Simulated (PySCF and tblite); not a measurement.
The numbers below are computed, except where a source is named.
4 regioisomers of C₆H₇BrO:

```
isomer                                                   SMILES
     A     [O:1]=[C:2]1[CH2:3][CH2:4][CH2:5][CH:6]=[C:7]1[Br:8]
     B   [O:1]=[C:2]1[CH:3]=[C:4]([Br:5])[CH2:6][CH2:7][CH2:8]1
     C  [O:1]=[C:2]1[CH:3]=[CH:4][CH2:5][C@H:6]([Br:7])[CH2:8]1
     D  [O:1]=[C:2]1[CH:3]=[CH:4][C@H:5]([Br:6])[CH2:7][CH2:8]1
```

Protocol: conformer search, at most 3 conformers an isomer, GFN2-xTB geometries, energies B3LYP/def2-SVP (IEF-PCM, dichloromethane) (D3(BJ) added where defined), weights at 298.15 K with GFN2-xTB thermal terms. Programs: PySCF with density fitting and tblite.

(1) Rank the isomers by free energy at 298.15 K.

Results:

(1) 
| isomer | ΔG (kcal/mol) | ΔE, lowest conformer | conformers | largest weight % | rms dipole (D) |
| --- | --- | --- | --- | --- | --- |
| C | 0.0 | 0.0 | 2 | 60 | 4.62 |
| B | 0.4 | 0.2 | 1 | 100 | 4.12 |
| D | 0.6 | 0.1 | 2 | 89 | 3.63 |
| A | 2.6 | 2.4 | 1 | 100 | 5.94 |

ΔG is for one enantiomer.
